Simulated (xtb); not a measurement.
C$_{5}$H$_{7}$FO$_{2}$, charge +1, quartet, geometry from GFN2-xTB of the parent state (a state made from the parent by changing its charge; the spin is typed, not shown lowest); GFN1-xTB (xtb).

Here is a job for xtb.
```
$ xtb mol.xyz --gfn 1 --chrg 1 --uhf 3 --json

# file mol.xyz
15

C      2.81484351     0.10214238     0.20729221
C      1.57603227     0.33824942    -0.19638991
F      1.31769639     1.20613037    -1.19065490
C      0.37459893    -0.31786650     0.39606849
O      0.43945284    -1.11979645     1.29496247
O     -0.74744258     0.08674685    -0.18163158
C     -1.96191225    -0.48166286     0.31183832
C     -3.11708435     0.10709106    -0.47434626
H      2.97996800    -0.59826716     1.00475553
H      3.66018044     0.59226715    -0.24122343
H     -1.91089698    -1.57044941     0.19851780
H     -2.04567103    -0.25597186     1.38092592
H     -3.13956817     1.18668293    -0.35415745
H     -3.00546371    -0.12126394    -1.53069104
H     -4.05276683    -0.31149520    -0.11565748
```

Output, abridged:

```
   ID    Z sym.   atoms
    1    6 C      1, 2, 4, 7, 8
    2    9 F      3
    3    8 O      5, 6
    4    1 H      9-15

           -------------------------------------------------
          |                Calculation Setup                |
           -------------------------------------------------

           -------------------------------------------------
          |                 G F N 1 - x T B                 |
           -------------------------------------------------

          ...................................................
          :                      SETUP                      :
          :.................................................:
          :  # basis functions                  46          :
          :  # atomic orbitals                  46          :
          :  # shells                           30          :
          :  # electrons                        45          :
          :  # halogen bonds                     0          :
          :  max. iterations                   250          :
          :  Hamiltonian                  GFN1-xTB          :
          :  restarted?                      false          :
          :  GBSA solvation                  false          :
          :  PC potential                    false          :
          :  electronic temp.          300.0000000     K    :
          :  accuracy                    1.0000000          :
          :  -> integral cutoff          0.2500000E+02      :
          :  -> integral neglect         0.1000000E-07      :
          :  -> SCF convergence          0.1000000E-05 Eh   :
          :  -> wf. convergence          0.2000000E-04 e    :
          :  Broyden damping             0.4000000          :
          :  net charge                          1          :
          :  unpaired electrons                  3          :
          ...................................................

 iter      E             dE          RMSdq      gap      omega  full diag
   1    -28.2108605 -0.282109E+02  0.779E+00    3.35       0.0  T
   2    -27.9569976  0.253863E+00  0.552E+00    2.97       1.0  T
   3    -28.1373479 -0.180350E+00  0.394E+00    1.20       1.0  T
   4    -28.3055515 -0.168204E+00  0.187E+00    2.09       1.0  T
   5    -28.3235570 -0.180055E-01  0.131E+00    2.96       1.0  T
   6    -28.3790930 -0.555360E-01  0.722E-01    2.95       1.0  T
   7    -28.3357170  0.433760E-01  0.109E+00    2.95       1.0  T
   8    -28.3900367 -0.543197E-01  0.487E-01    2.94       1.0  T
   9    -28.3857820  0.425472E-02  0.585E-01    2.94       1.0  T
  10    -28.3795586  0.622337E-02  0.690E-01    2.94       1.0  T
  11    -28.3895297 -0.997103E-02  0.509E-01    2.94       1.0  T
  12    -28.4003400 -0.108103E-01  0.206E-01    2.95       1.0  T
  13    -28.4018797 -0.153972E-02  0.109E-01    2.95       1.0  T
  14    -28.4022294 -0.349698E-03  0.696E-02    2.95       1.0  T
  15    -28.4024936 -0.264205E-03  0.902E-03    2.95       2.9  T
  16    -28.4024939 -0.306145E-06  0.847E-03    2.95       3.0  T
  17    -28.4024706  0.232925E-04  0.225E-02    2.95       1.1  T
  18    -28.4024955 -0.248052E-04  0.631E-03    2.95       4.1  T
  19    -28.4024975 -0.204738E-05  0.119E-03    2.95      21.7  T
  20    -28.4024976 -0.699737E-07  0.308E-04    2.95      83.7  T
  21    -28.4024976 -0.480015E-08  0.270E-05    2.95     957.9  T
  22    -28.4024976 -0.406715E-10  0.940E-06    2.95    2747.0  T

   *** convergence criteria satisfied after 22 iterations ***

         :::::::::::::::::::::::::::::::::::::::::::::::::::::
         ::                     SUMMARY                     ::
         :::::::::::::::::::::::::::::::::::::::::::::::::::::
         :: total energy             -28.136771186783 Eh    ::
         :: gradient norm              0.216410204096 Eh/a0 ::
         :: HOMO-LUMO gap              2.951022424096 eV    ::
         ::.................................................::
[...]
        24        1.0000           -0.5127316             -13.9521 (HOMO)
        25                         -0.4042835             -11.0011 (LUMO)
        26                         -0.3136941              -8.5361
        27                         -0.3108964              -8.4599
        28                         -0.3025056              -8.2316
        29                         -0.2777531              -7.5580
        30                         -0.2515232              -6.8443
        31                         -0.2460479              -6.6953
        32                         -0.2377528              -6.4696
        33                         -0.2329127              -6.3379
        34                         -0.1865088              -5.0752
        35                         -0.1068162              -2.9066
       ...                                ...                  ...
        46                          0.5459245              14.8554
      -------------------------------------------------------------
                  HL-Gap            0.1084481 Eh            2.9510 eV
             Fermi-level           -0.5701447 Eh          -15.5144 eV

  Mulliken/CM5 charges         n(s)   n(p)   n(d)
     1C    -0.01110 -0.10805   1.074  2.937  0.000
     2C     0.32161  0.33622   1.083  2.595  0.000
     3F    -0.10810 -0.13026   1.832  5.276  0.000
     4C     0.52940  0.59175   0.920  2.551  0.000
     5O    -0.40025 -0.44911   1.731  4.669  0.000
     6O    -0.36246 -0.44401   1.684  4.679  0.000
     7C     0.22569  0.14325   1.025  2.750  0.000
     8C    -0.06661 -0.21579   1.035  3.032  0.000
     9H     0.12461  0.18254   0.875  0.000  0.000
    10H     0.14011  0.19494   0.860  0.000  0.000
    11H     0.12981  0.19498   0.870  0.000  0.000
    12H     0.12981  0.19498   0.870  0.000  0.000
    13H     0.12376  0.17815   0.876  0.000  0.000
    14H     0.12376  0.17815   0.876  0.000  0.000
    15H     0.09996  0.15226   0.900  0.000  0.000

Wiberg/Mayer (AO) data.
largest (>0.10) Wiberg bond orders for each atom

 ---------------------------------------------------------------------------
     #   Z sym  total        # sym  WBO       # sym  WBO       # sym  WBO
 ---------------------------------------------------------------------------
     1   6 C    3.262 --     2 C    1.115     9 H    0.959    10 H    0.927
                             4 C    0.125
     2   6 C    3.495 --     1 C    1.115     3 F    1.115     4 C    1.041
                             5 O    0.108
     3   9 F    1.266 --     2 C    1.115
     4   6 C    3.796 --     5 O    1.533     2 C    1.041     6 O    1.040
                             1 C    0.125
     5   8 O    1.877 --     4 C    1.533     2 C    0.108
     6   8 O    2.172 --     4 C    1.040     7 C    0.911
     7   6 C    3.782 --     8 C    1.043     6 O    0.911    12 H    0.876
                            11 H    0.876
     8   6 C    3.879 --     7 C    1.043    15 H    0.951    14 H    0.903
                            13 H    0.903
     9   1 H    0.988 --     1 C    0.959
    10   1 H    0.962 --     1 C    0.927
    11   1 H    0.939 --     7 C    0.876
    12   1 H    0.939 --     7 C    0.876
    13   1 H    0.940 --     8 C    0.903
    14   1 H    0.940 --     8 C    0.903
    15   1 H    0.975 --     8 C    0.951
 ---------------------------------------------------------------------------

Topologies differ in total number of bonds
Writing topology from bond orders to xtbtopo.mol

 dipole moment from electron density (au)
     X       Y       Z
  -0.7741   0.0799  -0.1770  total (Debye):    2.029

           -------------------------------------------------
          | TOTAL ENERGY              -28.136771186783 Eh   |
          | GRADIENT NORM               0.216410204096 Eh/α |
          | HOMO-LUMO GAP               2.951022424096 eV   |
           -------------------------------------------------

normal termination of xtb
```
